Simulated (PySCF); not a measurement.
GaI₃, SMILES [I][Ga]([I])[I]. Heavy atoms are numbered as in [Ga:1]([I:2])([I:3])[I:4].

The structure is a stationary point at PBE-D3(BJ)/def2-SVP. The isomer is the one that the SMILES or the coordinates give; other isomers of the formula were not compared. The def2 effective core potentials stand for the cores of I; spin–orbit coupling is left out.

All values below come from HF/def2-TZVP run with PySCF.

ESP charges are fitted to the potential on shells at 1.4 to 2.0 van der Waals radii. Atomic charges (e), one atom of each kind:

| atom | Löwdin | ESP fit |
|---|---|---|
| Ga1 | -0.56 | ___ |
| I2 | 0.19 | ___ |

**Question.** What belongs in the gaps? (An estimate is asked for; the answer gives what the named calculation found.)

**Answer.** 
- Ga1, ESP fit: 0.40
- I2, ESP fit: -0.13
